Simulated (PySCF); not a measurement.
# Electronic structure of P³⁺ (phosphorus, charge +3) at the UHF level

Configuration: [Ne] 3s2, closed-shell 1S. All numbers are calculated (PySCF 2.14, no relativity, point nucleus, in dyall-av3z (19s12p3d2f, 84 functions)).

```
Total energy                                     : -338.563120 hartree
One-electron energy                              : -451.7527 hartree
Hartree (Coulomb) energy                         : 134.8474 hartree
Exchange energy                                  : -21.6577 hartree
Kinetic energy                                   : 338.56371 hartree
⟨S²⟩                                             : 0.0000
⟨L²⟩                                             : 0.000
Sum of ⟨r⟩                                       : 7.520 bohr
Sum of ⟨r²⟩                                      : 8.948 bohr²
Density at the nucleus (Gaussians lack the cusp) : 2180 bohr⁻³
Langevin diamagnetic susceptibility              : -7.09 ×10⁻⁶ cm³/mol
```

```json
{"shell": "1s", "electrons": "2", "mean orbital energy (hartree)": "-81.44780", "rms radius, mean of both spins (bohr)": "0.120"}
{"shell": "2s", "electrons": "2", "mean orbital energy (hartree)": "-8.93959", "rms radius, mean of both spins (bohr)": "0.560"}
{"shell": "2p", "electrons": "6", "mean orbital energy (hartree)": "-6.82206", "rms radius, mean of both spins (bohr)": "0.538"}
{"shell": "3s", "electrons": "2", "mean orbital energy (hartree)": "-1.83318", "rms radius, mean of both spins (bohr)": "1.81"}
```
